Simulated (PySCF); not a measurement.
Simulation results for BGeH$_{3}$NO, BGeH$_{5}$NSi

Computed with PySCF 2.14.0. Calculation on a computer-drawn molecule: optimised geometry and harmonic frequencies of an isolated molecule of the commonest isotopes, restricted reference for singlets and unrestricted otherwise, frozen core in MP2; on germanium a core potential holds 10 electrons, which the energies leave out, and 3d is frozen in MP2 and coupled-cluster steps.

Common to all runs: multiplicity 1; method HF.

(1) BGeH$_{3}$NO

Start structure:
```xyz
7
BGeH3NO
N     -1.5302    -0.9333    -2.1757
B     -0.8401    -0.3399    -1.3039
Ge     0.0946     0.9109     0.0721
O     -1.0839     0.3416     1.5879
H     -1.9679    -1.4934    -2.8386
H      1.4155    -0.5998     0.2883
H     -1.1398    -0.6137     1.5328
```

* charge: -1
* basis: aug-cc-pVDZ
* basis and core potential on germanium: aug-cc-pVDZ-PP ECP10MDF

Drawn bonds:
| atom | other atom | order |
| --- | --- | --- |
| 1 | 2 | 2 |
| 2 | 3 | 1 |
| 3 | 4 | 1 |
| 1 | 5 | 1 |
| 3 | 6 | 1 |
| 4 | 7 | 1 |

(2) BGeH$_{5}$NSi

Start structure:
```xyz
9
BGeH5NSi
N     -0.0080    -1.1692    -2.3830
B     -0.7041    -1.0817    -1.2825
Ge    -1.8760    -0.9310     0.2133
Si    -4.1680    -1.4802    -0.2768
H      0.5893    -1.3198    -3.1955
H     -1.5851    -1.8117     1.4073
H     -2.0176     0.4551     0.8037
H     -5.2175    -0.5446    -0.6642
H     -4.8184    -2.7876    -0.1383
```

- charge: 1
- basis: cc-pV(D+d)Z
- basis and core potential on germanium: cc-pVDZ-PP ECP10MDF

Drawn bonds:
| atom | other atom | order |
| --- | --- | --- |
| 1 | 2 | 2 |
| 2 | 3 | 1 |
| 3 | 4 | 1 |
| 1 | 5 | 1 |
| 3 | 6 | 1 |
| 3 | 7 | 1 |
| 4 | 8 | 1 |
| 4 | 9 | 1 |

Question: Give the missing total energy for BGeH$_{3}$NO (entry 1).
Answer: -449.1817 hartree

Question: BGeH$_{3}$NO (entry 1): rotational constants?
Answer: 10.1, 2.511, 2.06 GHz

Question: BGeH$_{5}$NSi (entry 2): total energy?
Answer: -664.0766 hartree

Question: Give the missing rotational constants for BGeH$_{5}$NSi (entry 2).
Answer: 4.487, 2.163, 1.514 GHz

Question: Give the table of modes values for BGeH$_{5}$NSi (entry 2).
Answer: 
Modes:
| frequency (cm⁻¹) | reduced mass (dalton) |
| --- | --- |
| 55.83 | 5.688 |
| 74.46 | 1.029 |
| 239.8 | 2.664 |
| 294.9 | 6.315 |
| 326.9 | 6.744 |
| 368.3 | 1.057 |
| 459.7 | 9.937 |
| 551.2 | 1.303 |
| 637.6 | 1.181 |
| 650.1 | 1.219 |
| 673 | 1.228 |
| 704.3 | 1.103 |
| 743.9 | 1.083 |
| 926.8 | 1.024 |
| 1038 | 1.065 |
| 2120 | 7.504 |
| 2301 | 1.015 |
| 2308 | 1.026 |
| 2379 | 1.03 |
| 2412 | 1.055 |
| 4026 | 1.107 |

Further results for BGeH$_{3}$NO (entry 1):

* convergence status largest gradient component: 3.841e-05 hartree/bohr

Optimised structure:
```xyz
7
BGeH3NO
N     -1.5202    -0.9893    -2.2847
B     -0.8986    -0.4132    -1.3640
Ge     0.1585     0.7514     0.1293
O     -0.9433     0.3569     1.6126
H     -2.0124    -1.4582    -2.9930
H      1.2593    -0.4081     0.3539
H     -1.0952    -0.5670     1.7088
```

Modes:
| frequency (cm⁻¹) | reduced mass (dalton) |
| --- | --- |
| 123.5 | 5.113 |
| 243.2 | 2.003 |
| 291.8 | 1.147 |
| 299.3 | 1.689 |
| 331.3 | 5.994 |
| 375.2 | 1.196 |
| 395.8 | 9.138 |
| 559.5 | 11.17 |
| 705.7 | 1.168 |
| 753.9 | 1.063 |
| 942.4 | 1.135 |
| 1787 | 1.029 |
| 1903 | 7.526 |
| 4105 | 1.096 |
| 4191 | 1.067 |

Further results for BGeH$_{5}$NSi (entry 2):

- convergence status largest gradient component: 3.876e-05 hartree/bohr

Optimised structure:
```xyz
9
BGeH5NSi
N     -0.2630    -1.2563    -2.3516
B     -0.7804    -1.0801    -1.2616
Ge    -1.8279    -0.8446     0.4678
Si    -4.0585    -1.4682    -0.3463
H      0.2129    -1.3818    -3.2107
H     -1.5278    -1.8592     1.5531
H     -1.9864     0.5855     0.9441
H     -5.0156    -0.5162    -0.9280
H     -4.5587    -2.8499    -0.3828
```
